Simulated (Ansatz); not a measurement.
Computed with B3LYP-D3(BJ)/def2-TZVP run with Ansatz (a quantum-chemistry and plane-wave program). No frequencies were computed at this level.

Ansatz 0.2 input:
```yaml
crystal:
  periodic: [false, false, false]
  atoms:
    - { symbol: Si, position_ang: [-0.184901, 0.001002, 0.345308] }
    - { symbol: Cl, position_ang: [1.79058, -0.028652, -0.081938] }
    - { symbol: H, position_ang: [-0.825483, -1.209267, -0.135333] }
    - { symbol: H, position_ang: [-0.780195, 1.236915, -0.128036] }
basis:
  gaussian: { orbitals: def2-tzvp }
hamiltonian:
  xc: b3lyp
  dispersion: d3bj
relax:
  max_steps: 150
magnetization:
  spin_polarized: true
  initial_magnetization: 1
```

Output:

```
Functional definition: B3LYP
612 factors; their error is unknown
mean field evaluation 1: about -20433.6382 eV, gradient 9.0e0 eV
mean field evaluation 2: about -20433.9955 eV, gradient 6.0e0 eV
mean field evaluation 4: about -20434.1486 eV, gradient 2.2e-1 eV
mean field evaluation 8: about -20434.2037 eV, gradient 1.4e-2 eV
mean field -20434.20370822 eV, -750.9431354762 hartree, gradient 4.4e-5 eV, S^2 0.751829; 0 other end points of the search recorded, 0 dependent functions left out
reference -20434.20392123 eV, -750.9431433043 hartree; 17, 16 occupied and 69, 70 virtual orbitals, 612 factors
relax step   1: F+E_penalty+E_count = -20434.33763251 eV  Δ(F+E_penalty+E_count) = +0.000e0 eV  max|allowed force component| = 9.726e-1 eV/Å  Δτ_max = 0.0000 Å  (25 SCF iters, accepted)
these checks for a lower state are left out or cut short: starts, cluster_reference, orbital_swaps, neighbouring_geometries, increment
612 factors; their error is unknown
mean field evaluation 16: about -20434.2006 eV, gradient 4.1e-2 eV
mean field -20434.25552994 eV, -750.9450398896 hartree, gradient 1.2e-5 eV, S^2 0.751810; 0 other end points of the search recorded, 0 dependent functions left out
reference -20434.25574302 eV, -750.9450477201 hartree; 17, 16 occupied and 69, 70 virtual orbitals, 612 factors
relax step   2: F+E_penalty+E_count = -20434.38931749 eV  Δ(F+E_penalty+E_count) = -5.168e-2 eV  max|allowed force component| = 1.619e-1 eV/Å  Δτ_max = 0.0749 Å  (29 SCF iters, accepted)
these checks for a lower state are left out or cut short: starts, cluster_reference, orbital_swaps, neighbouring_geometries, increment
612 factors; their error is unknown
mean field -20434.25872406 eV, -750.9451572712 hartree, gradient 5.2e-5 eV, S^2 0.751801; 0 other end points of the search recorded, 0 dependent functions left out
reference -20434.25893777 eV, -750.9451651249 hartree; 17, 16 occupied and 69, 70 virtual orbitals, 612 factors
relax step   3: F+E_penalty+E_count = -20434.39209556 eV  Δ(F+E_penalty+E_count) = -2.778e-3 eV  max|allowed force component| = 4.749e-2 eV/Å  Δτ_max = 0.0193 Å  (27 SCF iters, accepted)
these checks for a lower state are left out or cut short: starts, cluster_reference, orbital_swaps, neighbouring_geometries, increment
612 factors; their error is unknown
mean field evaluation 32: about -20434.2589 eV, gradient 1.3e-5 eV
mean field -20434.25891721 eV, -750.9451643693 hartree, gradient 1.3e-5 eV, S^2 0.751804; 0 other end points of the search recorded, 0 dependent functions left out
reference -20434.25913074 eV, -750.9451722164 hartree; 17, 16 occupied and 69, 70 virtual orbitals, 612 factors
relax step   4: F+E_penalty+E_count = -20434.39241900 eV  Δ(F+E_penalty+E_count) = -3.234e-4 eV  max|allowed force component| = 2.940e-3 eV/Å  Δτ_max = 0.0056 Å  (24 SCF iters, accepted)
612 factors; their error is unknown
mean field -20434.25891721 eV, -750.9451643693 hartree, gradient 1.3e-5 eV, S^2 0.751804; 1 other end points of the search recorded, 0 dependent functions left out
reference -20434.25913074 eV, -750.9451722164 hartree; 17, 16 occupied and 69, 70 virtual orbitals, 612 factors
Total energy: -20434.39263253 eV, -750.9500783167 hartree
Atom 0 at    -0.189742     0.001960     0.408393 Å, force     0.002192    -0.000011    -0.002940 eV/Å
Atom 1 at     1.815437    -0.030822    -0.096972 Å, force    -0.001937     0.000008     0.001124 eV/Å
Atom 2 at    -0.833834    -1.208981    -0.159575 Å, force    -0.000077     0.001846     0.000911 eV/Å
Atom 3 at    -0.791860     1.237842    -0.151846 Å, force    -0.000178    -0.001843     0.000906 eV/Å
Dipole moment:    -0.239919     0.003928     0.058325 e Å
```

Cost: very roughly 10 core-seconds.
